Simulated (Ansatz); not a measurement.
Reaction (ligand exchange at a Ga–O bond): `[AlH2][O][GaH2]` + `[OH][SbH2]` → `[GaH2][O][SbH2]` + `[OH][AlH2]`

Computed with Ansatz on PBE0-D4/def2-TZVP structures; ΔE is electronic, products minus reactants. CBS: MP2 limit from def2 TZ/QZ plus the TZ coupled-cluster correction, frozen cores. This one scheme is used for every species. DFT in def2-TZVPP. B3LYP here is the variant with VWN-RPA as its local correlation; programs differ in this. Elements past krypton have def2 core potentials. For Ga, Sb outer-core shells are correlated without core-valence functions, which leaves a few kJ/mol of doubt a bond. Scalar relativity is left out up to krypton.

`[AlH2][O][GaH2]`:

```xyz
7

Al   -1.113    1.162   -0.522
O    -0.010    0.013   -0.006
Ga    1.152   -1.203    0.539
H    -2.369    0.688   -1.363
H    -0.860    2.681   -0.148
H     0.873   -1.830    1.942
H     2.327   -1.511   -0.442
```

`[OH][SbH2]`:

```xyz
5

O     0.546   -0.646    0.864
Sb   -0.753    0.232   -0.336
H     0.077   -1.165    1.521
H     0.032    1.754   -0.283
H     0.098   -0.176   -1.766
```

`[GaH2][O][SbH2]`:

Z-matrix (Å, degrees):
```
Ga
O 1 1.785
H 1 1.559 2 114.3
H 1 1.565 2 116.7 3 179.4
Sb 2 1.955 1 130.9 3 177.5
H 5 1.725 2 97.2 1 18.9
H 5 1.723 2 96.6 1 -71.5
```

`[OH][AlH2]`:

```xyz
5

O    -1.176    0.235    0.203
Al    0.452    0.052   -0.234
H    -1.591   -0.260    0.907
H     1.362   -0.984    0.547
H     0.954    0.957   -1.423
```

(1) Is it downhill or uphill in electronic energy at CCSD(T)/CBS, and by how much? (An estimate is asked.)

(2) What do these levels give: B3LYP-D4, r2SCAN, BHLYP, MP2/def2-SVP, CCSD/def2-SVP, CCSD/CBS(def2)? (Estimate.)

Largest T1 diagnostic among the species: 0.016.

## Answers

(1) The calculation gave: Nearly level: ΔE = +1.1 kJ/mol.

(2) The calculation gave: B3LYP-D4 2.5, r2SCAN 4.7, BHLYP 7.8, MP2/def2-SVP 1.7, CCSD/def2-SVP 4.5, CCSD/CBS(def2) 2.8 kJ/mol.

In def2-TZVPP, CCSD(T) changes the Hartree–Fock value by −7.5 kJ/mol (the triples alone add −1.7 kJ/mol) and MP2 by −9.3 kJ/mol. Leaving LDA and LC-ωPBE aside and taking each functional with its dispersion term where it has one, the values, not all of them listed here, spread over 4.5 kJ/mol, from revPBE-D4 to r2SCAN0-D4. The D4 term adds −3.8 kJ/mol with B3LYP and −2.0 kJ/mol with PBE0; it sums over pairs of atoms, weighted by their polarisabilities, and B3LYP, whose exchange is more repulsive, gets the larger term.
